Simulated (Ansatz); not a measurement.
Stretching the H–H spacing in H4 chain (multiplicity 1 held). Energies count from the point at 0.900 Å.
Geometry at that point (charge 0, multiplicity 1):
```json
[
 {"atom": "H", "x (Å)": "0.0000", "y (Å)": "0.0000", "z (Å)": "0.0000"},
 {"atom": "H", "x (Å)": "0.0000", "y (Å)": "0.0000", "z (Å)": "0.9000"},
 {"atom": "H", "x (Å)": "0.0000", "y (Å)": "0.0000", "z (Å)": "1.8000"},
 {"atom": "H", "x (Å)": "0.0000", "y (Å)": "0.0000", "z (Å)": "2.7000"}
]
```

Signs of static correlation in cc-pVDZ, with CASSCF(4,4), from Ansatz (a quantum-chemistry and plane-wave program) runs.

| R (Å) | T1 of restricted CCSD | ⟨S²⟩ of UHF | largest double amplitude of restricted CCSD | weight of the CASSCF reference in MRCISD | CASSCF natural occupations |
|---|---|---|---|---|---|
| 0.700 | 0.007 | 0.000 | 0.065 | 0.985 | 1.99 1.97 0.03 0.01 |
| 0.800 | 0.009 | 0.000 | 0.087 | 0.985 | 1.98 1.96 0.05 0.01 |
| 0.900 | 0.011 | 0.000 | 0.112 | 0.985 | 1.98 1.94 0.06 0.02 |
| 1.100 | 0.016 | 0.131 | 0.165 | 0.988 | 1.96 1.90 0.11 0.04 |
| 1.300 | 0.022 | 0.709 | 0.224 | 0.990 | 1.92 1.83 0.18 0.07 |
| 1.500 | 0.028 | 1.102 | 0.292 | 0.993 | 1.86 1.74 0.27 0.12 |
| 1.800 | 0.041 | 1.543 | 0.411 | 0.997 | 1.73 1.57 0.44 0.26 |
| 2.100 | [?] | 1.794 | 0.539 | 0.999 | 1.56 1.40 0.61 0.43 |
| 2.500 | [?] | 1.934 | 0.660 | 1.000 | 1.35 1.23 0.77 0.65 |
| 3.000 | 0.089 | 1.985 | 0.698 | 1.000 | 1.18 1.11 0.89 0.82 |
| 3.600 | 0.092 | 1.998 | 0.666 | 1.000 | 1.07 1.04 0.96 0.93 |

Problem. Complete the blanks.

Solution. 
- 2.100, T1 of restricted CCSD: 0.056
- 2.500, T1 of restricted CCSD: 0.075

Doubts at one or more of the structures used: a restricted determinant that unrestricted orbitals would lower (R-CCSD(T)/cc-pVDZ); other coupled-cluster roots lie near (R-CCSD(T)/cc-pVDZ); T1 above 0.05 (R-CCSD(T)/cc-pVDZ, U-CCSD(T)/cc-pVDZ); a spin-contaminated determinant (U-CCSD(T)/cc-pVDZ); the program's own flag: large difference (U-CCSD(T)/cc-pVDZ).
